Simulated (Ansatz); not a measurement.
Molecule: 2-fluoro-1-methylpyrrole, C$_{5}$H$_{6}$FN, net charge 0, singlet state. 
Structure (B3LYP-D3(BJ)/def2-TZVP (Ansatz, a first-principles code) minimum search):
SMILES: Cn1cccc1F
```xyz
13

C     -2.0380    -0.1786     0.0553
N     -0.5968    -0.3135     0.0639
C      0.1211    -1.4949     0.0702
C      1.4545    -1.1872    -0.0133
C      1.5774     0.2325    -0.0805
C      0.2981     0.7079    -0.0342
F     -0.1582     1.9636    -0.0659
H     -2.4255    -0.1001    -0.9629
H     -2.3296     0.7107     0.6107
H     -2.4758    -1.0515     0.5352
H     -0.3871    -2.4407     0.1383
H      2.2649    -1.8962    -0.0163
H      2.4752     0.8213    -0.1445
```

Basis-set convergence of Hartree-Fock and CCSD(T) correlation energies (hartree) with Ansatz. Valence correlation only, unless marked. Spin-orbit coupling is left out. Non-relativistic.

| basis | functions | E(HF) | E(corr, CCSD(T)) |
|---|---|---|---|
| cc-pVDZ | 128 | -346.71232 | -1.09319 |
| cc-pVTZ | 294 | -346.81051 | -1.34224 |
| cc-pVQZ | 565 | -346.83459 | -1.42276 |

Extrapolating the two largest sets (X = 3 and 4) as X^-3: E(corr) = (64·(-1.42276) - 27·(-1.34224))/37 = -1.4815 Eh, an estimate of the basis-set limit. The largest set recovers 96.0 % of it, the smallest 73.8 %.
